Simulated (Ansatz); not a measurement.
Cost and result up the ladder for Ca₈O₈ (started as a model of: 2x2x4 CaO rock-salt block) (16 atoms). Total charge 0; singlet. Geometry: PBE-D4/def2-SVP.

Cartesian coordinates in Å:
```
Ca 2.990 -2.064 -0.699
O 1.738 -0.251 -0.872
Ca 0.482 1.629 -1.075
O -0.922 3.356 -1.119
O 2.606 -2.137 1.417
Ca 1.410 -0.260 1.409
O 0.066 1.556 1.190
Ca -1.225 3.342 1.011
O 1.248 -3.301 -0.955
Ca -0.115 -1.567 -1.254
O -1.389 0.310 -1.349
Ca -2.648 2.122 -1.475
Ca 0.883 -3.400 1.163
O -0.415 -1.615 1.030
Ca -1.776 0.198 0.920
O -2.933 2.082 0.658
```

Ansatz on 4 threads of AMD EPYC 7B13 on a shared host. Times are rough, and most runs start from the orbitals of an earlier one. PBE0-D4/def2-SVP serves as the yardstick here, not as an exact answer. Differences are given only for rows in sets of like size (and for xTB, whose basis is part of the method), since another set adds its own error. Binding counts from free atoms at the same level (Ca singlet, O triplet; other spins of the atoms weren't run), without zero-point energy or a counterpoise term.

The 6-31G sets use Cartesian d functions. B3LYP takes the VWN-RPA correlation. Correlated methods freeze 48 core orbitals; core or outer-core shells of Ca are correlated, in sets that lack core-valence functions.

Correlated methods converge slowly with the basis, most of all in double-zeta sets.

| level | functions | wall time | binding energy per atom (eV) | difference from PBE0-D4/def2-SVP (eV) |
| --- | --- | --- | --- | --- |
| HF/STO-3G | 144 | 3.5 s | 0.56 | – |
| PBE-D4/def2-SVP | 304 | 12 s | 4.91 | 0.30 |
| HF/6-31G | 304 | 17 s | 2.78 | – |
| MP2/def2-SVP | 304 | 27 s | 4.41 | -0.20 |
| B3LYP-D4/6-31G | 304 | 28 s | 4.52 | – |
| RPA@PBE/def2-SVP | 304 | 29 s | 3.80 | -0.81 |
| PBE0-D4/def2-SVP (with forces) | 304 | 31 s | 4.61 | 0.00 |
| r2SCAN-D4/def2-SVP (with forces) | 304 | 33 s | 4.90 | 0.28 |
